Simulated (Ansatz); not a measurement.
`C=C[Si](F)(Cl)Cl` + `[OH][GeH3]` → `F[Si](Cl)(Cl)[O][GeH3]` + ethylene at 298.15 K and 1 bar (ligand exchange at the Si–C bond).

Gas-phase electronic energies from Ansatz, PBE0-D4/def2-TZVP geometries. CCSD(T)/CBS is the MP2 limit (def2-TZVPP, def2-QZVPP) plus CCSD(T) − MP2 in def2-TZVPP, frozen cores. This one scheme is used for every species. For Ge outer-core shells are correlated without core-valence functions, which leaves a few kJ/mol of doubt a bond. Scalar relativity is left out up to krypton. One conformer a species, not always the lowest.

| species | CCSD(T)/CBS energy (Eh) | H − E (kJ/mol) | S (J/(mol·K)) |
| --- | --- | --- | --- |
| `C=C[Si](F)(Cl)Cl` | -1386.50243 | 153.0 | 368.5 |
| `[OH][GeH3]` | -2153.69723 | 109.3 | 272.0 |
| `F[Si](Cl)(Cl)[O][GeH3]` | -3461.76595 | 119.1 | 424.2 |
| `C=C` | -78.48111 | 144.6 | 218.9 |

H − E and S are ideal-gas, rigid-rotor, harmonic terms from PBE0-D4/def2-TZVP, for one conformer and one mirror image of each species. 1 Eh = 2625.50 kJ/mol, R = 8.31446 J/(mol·K).

Question: By hand: ΔE, ΔH, ΔS and ΔG.

Answer: ΔE = (-3461.76595) + (-78.48111) − (-1386.50243) − (-2153.69723) = -0.04740 Eh = -124.4 kJ/mol. Δ(H − E) = 119.1 + 144.6 − 153.0 − 109.3 = 1.4, so ΔH = -123.0 kJ/mol. ΔS = 424.2 + 218.9 − 368.5 − 272.0 = 2.6 J/(mol·K). ΔG = -123.0 − 298.15 × (2.6)/1000 = -123.8 kJ/mol.

Question: By hand: the equilibrium constant, and the temperature at which ΔG would vanish if ΔH and ΔS stayed fixed.

Answer: log₁₀ K = −ΔG/(RT ln 10) = 21.7. ΔH and −TΔS have one sign here, so there is no such temperature.

The number of gas molecules stays the same, so ΔS is small and ΔH decides. A doubt of 5 kJ/mol in ΔE shifts log₁₀ K by 0.9 here. Other conformers and mirror images would add mixing entropy, several J/(mol·K) or more a flexible species. Modes under 60 cm⁻¹, often nearly free rotors, make the harmonic entropy too high. These are equilibria of isolated gas molecules and say nothing of rates. Largest T1 diagnostic: 0.011 (customary marks: 0.02 for closed shells, 0.045 for open ones).

ΔS is within the doubt of such terms, so its sign, and with it that verdict, could turn.
